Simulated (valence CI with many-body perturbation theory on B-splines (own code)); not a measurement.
# Forbidden lines of Pr⁵²⁺

Computed by configuration interaction combined with many-body perturbation theory (CI+MBPT): five valence electrons over a frozen Dirac-Fock core [He], radial functions for each j: 9 s, 9 p, 8 d, 6 f, 3 g, 1 h, with the one-electron correlation potential Σ1, the two-electron term Σ2, the three-electron term Σ3, Breit, model QED; selected CI, second order for the rest (own B-spline code, finite nucleus).

The last digits are not significant, and no measured levels were compared; by estimate large intervals hold to a few tenths of a per cent, small ones and those within an open d or f shell to about a per cent. Among the levels kept, up to 1200 cm⁻¹ of a level comes from second order outside the variational space, and about a tenth of that is noise between levels of different J, which matters for small intervals.

Lines 1 to 44 of 44 in falling wavelength, among levels below 485.00 Ry, chosen from the decays that carry over 1 % of a level's rate. Wavelengths and rates use the calculated energies. Electric multipoles are in the length gauge, E1 and E2 with the static RPA response of the core. Weak lines are less certain than strong ones. Lines between different terms over intervals too small for the method are left out, as are lines whose strength nearly cancels. The highest levels of a list are the least certain.

Levels are named by their leading jj configuration (3d3/2^4 stands for four electrons in 3d with j = 3/2), which in mixed levels can hold well under half, so a name can repeat and another be missing. Letters in brackets count levels of one name in rising energy.

```csv
λ vac (nm),Upper,Lower,Type,A (s⁻¹),Branch %
2.553,(2s^2 2p1/2 2p3/2^2) J=3/2,(2s^2 2p1/2^2 2p3/2) J=3/2,M1,1.13e+09,99.9
2.546,(2s^2 2p3/2^3) J=3/2,(2s^2 2p1/2 2p3/2^2) J=1/2,M1,2.78e+08,8.2
2.446,(2s^2 2p1/2 2p3/2^2) J=5/2,(2s^2 2p1/2^2 2p3/2) J=3/2,M1,1.91e+08,98.6
2.446,(2s^2 2p1/2 2p3/2^2) J=5/2,(2s^2 2p1/2^2 2p3/2) J=3/2,E2,2.61e+06,1.3
2.371,(2s^2 2p3/2^3) J=3/2,(2s^2 2p1/2 2p3/2^2) J=5/2,M1,3.39e+08,10.0
2.284,(2s^2 2p1/2 2p3/2^2) J=1/2,(2s^2 2p1/2^2 2p3/2) J=3/2,M1,6.99e+08,99.6
2.278,(2s^2 2p3/2^3) J=3/2,(2s^2 2p1/2 2p3/2^2) J=3/2,M1,1.38e+09,40.7
0.2433,(2s^2 2p1/2 2p3/2 3d5/2) J=9/2,(2s 2p1/2 2p3/2^3) J=5/2,E2,6.54e+08,1.8
0.2235,(2s^2 2p1/2 2p3/2 3p1/2) J=3/2 [a],(2s^2 2p1/2 2p3/2^2) J=1/2,E2,6.80e+10,11.6
0.2230,(2s^2 2p1/2 2p3/2 3p1/2) J=5/2,(2s^2 2p1/2 2p3/2^2) J=1/2,E2,1.23e+11,15.5
0.2223,(2s^2 2p1/2 2p3/2 3p1/2) J=1/2,(2s^2 2p1/2 2p3/2^2) J=5/2,E2,1.43e+11,24.8
0.2218,(2s^2 2p1/2 2p3/2 3p1/2) J=3/2 [b],(2s^2 2p1/2 2p3/2^2) J=1/2,E2,5.28e+10,2.7
0.2217,(2s^2 2p1/2^2 3p1/2) J=1/2,(2s^2 2p1/2^2 2p3/2) J=3/2,E2,6.60e+11,82.1
0.2215,(2s^2 2p1/2 2p3/2 3p1/2) J=5/2,(2s^2 2p1/2 2p3/2^2) J=5/2,E2,3.77e+11,47.6
0.2214,(2s^2 2p1/2 2p3/2 3p1/2) J=1/2,(2s^2 2p1/2 2p3/2^2) J=3/2,E2,2.12e+11,36.9
0.2212,(2s^2 2p1/2 2p3/2 3p1/2) J=3/2 [a],(2s^2 2p1/2 2p3/2^2) J=3/2,E2,4.12e+11,70.0
0.2207,(2s^2 2p1/2 2p3/2 3p1/2) J=5/2,(2s^2 2p1/2 2p3/2^2) J=3/2,E2,9.32e+10,11.8
0.2204,(2s^2 2p1/2 2p3/2 3p1/2) J=3/2 [b],(2s^2 2p1/2 2p3/2^2) J=5/2,E2,3.72e+11,19.0
0.2196,(2s^2 2p1/2 2p3/2 3p1/2) J=3/2 [b],(2s^2 2p1/2 2p3/2^2) J=3/2,E2,2.01e+10,1.0
0.2175,(2s^2 2p1/2 2p3/2 3p3/2) J=3/2 [a],(2s^2 2p1/2 2p3/2^2) J=1/2,E2,2.61e+10,1.3
0.2168,(2s 2p1/2^2 2p3/2 3p3/2) J=7/2,(2s 2p1/2^2 2p3/2^2) J=5/2,E2,2.07e+11,7.7
0.2164,(2s 2p1/2^2 2p3/2 3p3/2) J=1/2 [b],(2s 2p1/2^2 2p3/2^2) J=3/2,E2,3.72e+11,4.7
0.2164,(2s^2 2p1/2 2p3/2 3p3/2) J=1/2 [a],(2s^2 2p1/2 2p3/2^2) J=5/2,E2,6.15e+10,2.4
0.2163,(2s^2 2p1/2 2p3/2 3p3/2) J=5/2 [b],(2s^2 2p1/2 2p3/2^2) J=1/2,E2,1.28e+11,9.0
0.2161,(2s^2 2p1/2 2p3/2 3p3/2) J=3/2 [a],(2s^2 2p1/2 2p3/2^2) J=5/2,E2,1.31e+11,6.4
0.2158,(2s^2 2p1/2 2p3/2 3p3/2) J=7/2,(2s^2 2p1/2 2p3/2^2) J=5/2,E2,2.26e+11,27.3
0.2156,(2s^2 2p1/2^2 3p3/2) J=3/2,(2s^2 2p1/2^2 2p3/2) J=3/2,E2,3.31e+11,42.4
0.2156,(2s^2 2p1/2 2p3/2 3p3/2) J=1/2 [a],(2s^2 2p1/2 2p3/2^2) J=3/2,E2,2.00e+11,7.9
0.2153,(2s^2 2p1/2 2p3/2 3p3/2) J=3/2 [a],(2s^2 2p1/2 2p3/2^2) J=3/2,E2,7.25e+10,3.5
0.2150,(2s^2 2p1/2 2p3/2 3p3/2) J=7/2,(2s^2 2p1/2 2p3/2^2) J=3/2,E2,2.60e+10,3.1
0.2147,(2s^2 2p1/2 2p3/2 3p3/2) J=1/2 [b],(2s^2 2p1/2 2p3/2^2) J=5/2,E2,3.13e+11,1.1
0.2135,(2s 2p1/2^2 2p3/2 3p3/2) J=1/2 [b],(2s 2p1/2^2 2p3/2^2) J=5/2,E2,1.22e+11,1.5
0.2126,(2s 2p1/2^2 2p3/2 3d5/2) J=9/2,(2s 2p1/2^2 2p3/2^2) J=5/2,M2,1.12e+10,24.2
0.2126,(2s 2p1/2^2 2p3/2 3d5/2) J=9/2,(2s 2p1/2^2 2p3/2^2) J=5/2,E3,6.19e+08,1.3
0.2115,(2s^2 2p1/2 2p3/2 3d5/2) J=9/2,(2s^2 2p1/2 2p3/2^2) J=5/2,M2,1.10e+10,29.6
0.2115,(2s^2 2p1/2 2p3/2 3d5/2) J=9/2,(2s^2 2p1/2 2p3/2^2) J=5/2,E3,6.69e+08,1.8
0.2047,(2s 2p1/2^2 2p3/2 3d5/2) J=9/2,(2s^2 2p1/2 2p3/2^2) J=5/2,E2,1.54e+09,3.3
0.1988,(2s^2 2p1/2 2p3/2 3p3/2) J=1/2 [a],(2s^2 2p1/2^2 2p3/2) J=3/2,E2,1.25e+11,4.9
0.1985,(2s^2 2p1/2 2p3/2 3p3/2) J=3/2 [a],(2s^2 2p1/2^2 2p3/2) J=3/2,E2,2.92e+11,14.2
0.1983,(2s^2 2p1/2 2p3/2 3p3/2) J=7/2,(2s^2 2p1/2^2 2p3/2) J=3/2,E2,3.15e+11,38.1
0.1976,(2s^2 2p1/2 2p3/2 3p3/2) J=5/2 [b],(2s^2 2p1/2^2 2p3/2) J=3/2,E2,2.10e+11,14.7
0.1946,(2s^2 2p1/2 2p3/2 3d5/2) J=9/2,(2s^2 2p1/2^2 2p3/2) J=3/2,E3,1.34e+09,3.6
0.1899,(2s 2p1/2^2 2p3/2 3d3/2) J=5/2,(2s^2 2p1/2^2 2p3/2) J=3/2,E2,6.01e+11,1.1
0.1897,(2s 2p1/2^2 2p3/2 3d3/2) J=7/2,(2s^2 2p1/2^2 2p3/2) J=3/2,E2,7.68e+11,75.9
```
